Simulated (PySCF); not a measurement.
Excitation energy of In by level of theory

In [Kr] 4d10 5s2 5p1 (2P) → In [Kr] 4d10 5s2 6s1 (2S), as a difference of total energies. Calculation: PySCF 2.14, in x2c-QZVPPall with one added diffuse shell each of s, p, d, f type (14s10p8d5f1g, 128 functions); the spin-free X2C one-electron Hamiltonian (Gaussian nucleus). The calculations carry no spin-orbit coupling.

```
 method  excitation energy (eV)
    UHF                   2.696
wB97M-V                   2.934
  HSE06                   2.798
 M06-2X                   2.641
```

Q: Which method comes closest to the reference value, and which is furthest?

A: The reference is 2.839 eV (measured; NIST levels, between the centres of gravity of the two terms). Closest: HSE06 (error -0.041 eV); furthest: M06-2X (error -0.198 eV).
